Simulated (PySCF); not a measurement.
# Correlation energy of Re⁶⁰⁺ (rhenium, charge +60)

[Ne] 3s2 3p3, high-spin 4S determinant. Computed with PySCF 2.14 in an even-tempered Gaussian basis (17 s from 17 bohr⁻², ratio 2.5; 12 p from 22 bohr⁻², ratio 2.5; 4 d from 84 bohr⁻², ratio 2.7; 4 f from 130 bohr⁻², ratio 2.7), with the spin-free X2C one-electron Hamiltonian (Gaussian nucleus). Frozen: 1s2; 13 electrons correlated; the 20 highest virtual orbitals of each spin left out.

| level | correlation energy (mhartree) |
| --- | --- |
| CCSD | -565.26 |
| (T) | -0.44 |
| CCSD(T) | -565.70 |

Diagnostics: T1 = 0.00012, D1 = 0.0004, largest double amplitude 0.015.

**Question.** Is a single reference adequate?

**Answer.** Yes, within this model without spin-orbit coupling: T1 lies below 0.03 and no double amplitude reaches 0.07.

At this charge the one-electron X2C treatment keeps the bare 1/r₁₂, with no two-electron picture change or Breit term. The effect here is smaller than on the frozen 1s shell; and a scalar Hamiltonian misses the large spin-orbit splitting of the p shells, which matters for ns² → np² pairs.

Spin-orbit coupling is strong in this species, so the high-spin LS determinant is a model state.
